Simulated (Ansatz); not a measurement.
Molecular dynamics of C₃H₉ClFNSi

input.yaml

```yaml
crystal:
  periodic: [false, false, false]
  atoms:
    - { symbol: Si, position_ang: [-0.066891, -0.082364, 0.040541] }
    - { symbol: C, position_ang: [0.135981, 0.019805, 1.895146] }
    - { symbol: H, position_ang: [-0.838173, 0.055011, 2.393783] }
    - { symbol: H, position_ang: [0.686852, -0.848641, 2.273463] }
    - { symbol: H, position_ang: [0.687137, 0.924248, 2.174788] }
    - { symbol: F, position_ang: [1.283881, 0.297586, -0.775459] }
    - { symbol: Cl, position_ang: [-1.531013, 1.370851, -0.539043] }
    - { symbol: "N", position_ang: [-0.515775, -1.705367, -0.459041] }
    - { symbol: C, position_ang: [-1.70576, -2.295118, 0.233412] }
    - { symbol: H, position_ang: [-1.583839, -2.192774, 1.324377] }
    - { symbol: H, position_ang: [-2.666165, -1.821237, -0.060521] }
    - { symbol: H, position_ang: [-1.76935, -3.370061, -0.011756] }
    - { symbol: C, position_ang: [-0.642682, -1.881788, -1.943022] }
    - { symbol: H, position_ang: [-1.556621, -1.412843, -2.364075] }
    - { symbol: H, position_ang: [0.238847, -1.434775, -2.433395] }
    - { symbol: H, position_ang: [-0.670429, -2.959733, -2.180897] }
basis:
  gaussian: { orbitals: STO-3G }
hamiltonian:
  xc: r2scan
  dispersion: d4
md:
  timestep: 0.5
  n_steps: 123
  ensemble: nvt_nose_hoover
  temperature: 3000.0
  initial_velocities: maxwell_boltzmann
  seed: 987660
  nose_hoover: { tau: 3.0, chain_length: 1 }
```

Run as:

```bash
$ ansatz run input.yaml --threads 1 --pin off --max-ram 2048MiB --backend cpu --events-out ev --progress --plain --runs-dir out
```

It starts from a relaxed structure.

Output, in part (step lines, the closing report, with atoms numbered from 0):

```
md step     0: t =     0.00 fs  T =  3000.0 K  F+E_penalty+E_count = -27539.42236622 eV  E_kin = 5.428920 eV  conserved = -27533.99344626 eV  (21 SCF iters)
[... lines left out ...]
Total energy: -27534.14096441 eV, -1011.8610171310 hartree
Atom 0 at    -0.002490    -0.105398     0.263887 Å, force     5.115545     3.863604    -3.535374 eV/Å
Atom 1 at     0.482521     0.521016     2.013650 Å, force    -4.572420     2.197862     0.537890 eV/Å
Atom 2 at     0.156775     1.600991     2.453723 Å, force    -0.369626    -3.186335    -1.974747 eV/Å
Atom 3 at     0.027042    -0.281957     2.549742 Å, force    -1.017057    -0.310249     1.953802 eV/Å
Atom 4 at     1.433695     0.535537     2.387766 Å, force     4.238492    -0.689991    -0.291095 eV/Å
Atom 5 at     1.380260     0.398884    -0.618449 Å, force    -1.872880    -0.836217     1.159261 eV/Å
Atom 6 at    -1.617151     0.789987    -0.693519 Å, force    -2.404718     4.923142     0.359134 eV/Å
Atom 7 at    -0.592925    -1.416866    -0.626832 Å, force    -0.390274    -6.986217     2.262700 eV/Å
Atom 8 at    -1.821785    -2.003846     0.128826 Å, force    -0.308373    -0.651151    -2.105976 eV/Å
Atom 9 at    -1.970201    -1.172997     0.868020 Å, force    -0.874392    -1.635488     0.694159 eV/Å
Atom 10 at    -2.772693    -2.027807    -0.596516 Å, force     2.228471     0.306338     1.850572 eV/Å
Atom 11 at    -1.674734    -3.129413     0.484990 Å, force    -0.137548     2.694162    -0.117437 eV/Å
Atom 12 at    -0.808673    -1.686948    -2.037784 Å, force    -0.967184    -1.100913    -0.424835 eV/Å
Atom 13 at    -1.401826    -0.961776    -2.491862 Å, force    -2.884044     2.696314    -0.318049 eV/Å
Atom 14 at    -0.119018    -1.642215    -2.837401 Å, force     3.441214    -1.011453    -0.233963 eV/Å
Atom 15 at    -1.429066    -2.593987    -2.157253 Å, force     0.774794    -0.273409     0.183957 eV/Å
Dipole moment:     0.227578    -0.338796     0.579262 e Å
```

The steps, from the saved trajectory:

```csv
time (fs),T (K),potential energy less start (eV),conserved less start (meV/atom)
0.0,3000,0.000,0.00
2.0,2393,1.223,1.52
4.0,2557,1.669,0.98
6.0,3123,2.181,0.99
8.0,3491,3.140,2.48
10.0,4403,2.068,0.28
12.0,2743,3.575,1.80
14.0,2020,4.048,1.39
16.0,2248,3.906,0.94
18.0,2541,4.676,2.39
20.0,4205,3.899,0.51
22.0,3612,5.802,2.78
24.0,3029,6.322,2.45
26.0,3275,5.174,1.77
28.0,2854,4.891,1.93
30.0,2865,4.065,0.83
32.0,2409,4.430,1.59
34.0,2113,5.246,1.92
36.0,3036,4.949,1.68
38.0,4098,4.905,1.88
40.0,4205,4.584,1.17
42.0,2863,4.952,1.66
44.0,2022,5.173,1.56
46.0,2339,4.457,1.33
48.0,2978,4.024,1.26
50.0,3560,3.870,1.08
52.0,3281,4.496,1.50
54.0,2430,5.759,1.92
56.0,2767,5.529,1.80
58.0,3490,5.015,1.27
60.0,3354,5.406,1.72
```

All steps were run. The conserved energy stayed within 2.9 meV per atom of its start (net change 1.4 meV per atom), so the integration is sound. A run of 0.061 ps of so small a system gives no equilibrium averages. Limits of this set-up: minimal basis.

The same pairs are bonded in the first frame and the last. Pairs count as bonded within 1.25 times the sum of covalent radii (0.12 Å more for H–H).

Last frame:

```xyz
16
Properties=species:S:1:pos:R:3
Si -0.003 -0.105 0.264
C 0.482 0.521 2.014
H 0.157 1.601 2.454
H 0.027 -0.282 2.550
H 1.434 0.535 2.388
F 1.380 0.399 -0.618
Cl -1.617 0.790 -0.694
N -0.593 -1.417 -0.627
C -1.822 -2.004 0.129
H -1.970 -1.173 0.868
H -2.773 -2.028 -0.597
H -1.675 -3.129 0.485
C -0.809 -1.687 -2.038
H -1.402 -0.962 -2.492
H -0.119 -1.642 -2.837
H -1.429 -2.594 -2.157
```

The run took 14 min on 1 thread of Arm Neoverse V2, with other jobs on the host, peak memory 0.15 GiB.
